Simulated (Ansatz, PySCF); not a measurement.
Si(Cl)(Me)(SiH3)2 (CH₉ClSi₃), SMILES C[Si]([SiH3])([SiH3])Cl. Atoms are numbered in the order given.

```xyz
14

C      0.7363     1.5615    -1.3629
Si     0.1083     0.2279    -0.2009
Si    -1.7608    -0.8872    -1.0711
Si     1.8038    -1.2661     0.4211
Cl    -0.5370     1.1433     1.5734
H      1.0827     1.1101    -2.3062
H      1.5761     2.1070    -0.9063
H     -0.0638     2.2816    -1.5921
H     -2.2540    -1.8947    -0.0841
H     -1.3922    -1.5923    -2.3396
H     -2.8512     0.0937    -1.3630
H      2.3204    -1.9866    -0.7856
H      2.9329    -0.5211     1.0588
H      1.2650    -2.2691     1.3887
```

Coordinates come from a PBE0-D3(BJ)/def2-SVP optimisation.

Two levels are set side by side: PBE-D3(BJ)/def2-SVP (Ansatz, a first-principles code) and PBE0-D3(BJ)/def2-SVP (Ansatz). Each level has its own optimised geometry; the coordinates shown are those of the second. Frequencies come from the Hessian of PySCF at each geometry. Differences are taken from unrounded values.

| quantity | PBE0-D3(BJ) |
|---|---|
| mean bond length (Å) | 1.611 |
| bond C1–Si2 (Å) | 1.877 |
| bond Si2–Si3 (Å) | 2.344 |
| bond Si2–Si4 (Å) | 2.344 |
| bond Si2–Cl5 (Å) | 2.098 |
| bond C1–H6 (Å) | 1.102 |
| bond C1–H7 (Å) | 1.101 |
| bond C1–H8 (Å) | 1.101 |
| bond Si3–H9 (Å) | 1.494 |
| bond Si3–H10 (Å) | 1.497 |
| bond Si3–H11 (Å) | 1.496 |
| bond Si4–H12 (Å) | 1.497 |
| bond Si4–H13 (Å) | 1.496 |
| bond Si4–H14 (Å) | 1.494 |
| highest harmonic wavenumber (cm⁻¹) | 3172 |
| mean harmonic wavenumber (cm⁻¹) | 1084 |
| zero-point energy (kcal/mol) | 55.77 |

What does PBE-D3(BJ) give, and how far is it from PBE0-D3(BJ)? (Estimate from the structure and the level; the computed values follow.)


| quantity | PBE-D3(BJ) | PBE-D3(BJ) minus PBE0-D3(BJ) |
|---|---|---|
| mean bond length (Å) | 1.621 | 0.010 |
| bond C1–Si2 (Å) | 1.889 | 0.012 |
| bond Si2–Si3 (Å) | 2.353 | 0.009 |
| bond Si2–Si4 (Å) | 2.353 | 0.009 |
| bond Si2–Cl5 (Å) | 2.112 | 0.014 |
| bond C1–H6 (Å) | 1.110 | 0.008 |
| bond C1–H7 (Å) | 1.108 | 0.008 |
| bond C1–H8 (Å) | 1.108 | 0.008 |
| bond Si3–H9 (Å) | 1.504 | 0.010 |
| bond Si3–H10 (Å) | 1.508 | 0.010 |
| bond Si3–H11 (Å) | 1.506 | 0.010 |
| bond Si4–H12 (Å) | 1.508 | 0.010 |
| bond Si4–H13 (Å) | 1.506 | 0.010 |
| bond Si4–H14 (Å) | 1.504 | 0.010 |
| highest harmonic wavenumber (cm⁻¹) | 3085 | -87 |
| mean harmonic wavenumber (cm⁻¹) | 1049 | -34 |
| zero-point energy (kcal/mol) | 54.00 | -1.77 |

GGA bonds tend to be longer and softer than those of functionals with exact exchange. Differences between two approximate levels are no errors against the true value.
